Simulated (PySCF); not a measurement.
H6N3OTa, SMILES [NH]=[Ta]([OH])([NH2])[NH2], multiplicity 1.

Geometry: PBE0-D3(BJ)/def2-SVP. The spin state was assumed, not searched. The structure was generated by enumeration; whether it is a known compound was not checked. The def2 effective core potentials stand for the cores of Ta; spin–orbit coupling is left out. Other conformers were not sampled.

Vertical ionisation energy (IE) and electron affinity (EA) in eV. Rows of orbital energies are one-electron estimates. Where ΔSCF, EOM or ADC give a negative EA the extra electron is unbound and the value depends on the basis.

| level | IE | EA |
|---|---|---|
| −ε(HOMO), −ε(LUMO), PBE0/def2-TZVP (PySCF) | (withheld) | (withheld) |
| −ε(HOMO), −ε(LUMO), PBE/def2-TZVP (PySCF) | 5.51 | 0.52 |

### Question
Complete the blanks. (The exact figures need the calculation; the answer reports its results.)

### Answer

- −ε(HOMO), −ε(LUMO), PBE0/def2-TZVP (PySCF), IE: 6.91
- −ε(HOMO), −ε(LUMO), PBE0/def2-TZVP (PySCF), EA: -0.19
